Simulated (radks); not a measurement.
Results of a calculation; reference values are marked as such.
All-electron atom: neutral lanthanum in [Xe] 5d1 6s2 (the NIST ground configuration). Level of theory: scalar-relativistic Kohn-Sham, PBE, spin-polarised, spherical densities, finite nucleus; open shells are filled with parallel spins first (spin-orbit coupling, left out, can overturn this in heavy ions); Fermi nuclear charge, rms radius 4.855 fm (a radial shooting solver on a logarithmic mesh with Libxc functionals). Some entries of the table are withheld. Estimate them.

orbital  occ.  eigenvalue (Ry)  r(max) (bohr)
1s down     1        -2847.947        0.01608
1s up       1        -2847.946        0.01608
2s up       1        -453.3736        0.09094
2s down     1        -453.3717        0.09094
2p up       3        -406.3599        0.07313
2p down     3        -406.3585        0.07313
3s up       1        -96.96995         0.2604
3s down     1        -96.96908         0.2604
3p up       3        -81.95505         0.2548
3p down     3        -81.95407         0.2548
3d up       5        -60.37813         0.2101
3d down     5        -60.37656         0.2101
4s up       1        -19.58137         0.6083
4s down     1        -19.57843         0.6083
4p up       3        -14.69831         0.6354
4p down     3        -14.69571         0.6354
4d up       5         -7.63141         0.6717
4d down     5         -7.62882         0.6717
5s up       1         -2.86874            (1)
5s down     1         -2.84692            (2)
5p up       3         -1.65875          1.589
5p down     3         -1.62877          1.584
6s up       1         -0.28045          3.792
6s down     1         -0.25759          3.853
5d up       1         -0.24302          2.216
5d down     0         -0.20732          2.213

Answer. 
(1) 5s up r(max) (bohr): 1.410
(2) 5s down r(max) (bohr): 1.408
